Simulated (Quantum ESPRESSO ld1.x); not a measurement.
Species: Bi XLII. Configuration: [Kr] 4d6 (the NIST ground configuration). Method: scalar-relativistic Kohn-Sham, LDA (Slater exchange, VWN5 correlation), spin-polarised, spherical densities, point nucleus; open shells are filled with parallel spins first; computed with ld1.x of Quantum ESPRESSO 7.5.

Unscreened Slater integrals over Kohn-Sham orbitals (cm^-1). They are taken over the spin-up orbitals.

F0(4d,4d): 543200
F2(4d,4d): 276720
F4(4d,4d): 188570
F0(4d,4p): 541860
F2(4d,4p): 277420
G1(4d,4p): 344580
G3(4d,4p): 220960
F0(4d,4s): 552440
G2(4d,4s): 275440
F0(4d,3d): 696510
F2(4d,3d): 205650
F4(4d,3d): 103380
G0(4d,3d): 64928
G2(4d,3d): 83192
G4(4d,3d): 65723
F0(4p,4p): 542070
F2(4p,4p): 282160
F0(4p,4s): 552350
G1(4p,4s): 372110
F0(4p,3d): 687910
F2(4p,3d): 196530
G1(4p,3d): 63304
G3(4p,3d): 64098
F0(4s,4s): 563710
F0(4s,3d): 707210
G2(4s,3d): 66960
F0(3d,3d): 1277600
F2(3d,3d): 653220
F4(3d,3d): 420790

Derived for the open shells (J is the average intra-shell exchange parameter used in DFT+U). 4d: Racah B = F2/49 - 5 F4/441 = 3509 cm^-1, C = 35 F4/441 = 14970 cm^-1, C/B = 4.26, F4/F2 = 0.681, J = (F2 + F4)/14 = 33240 cm^-1.
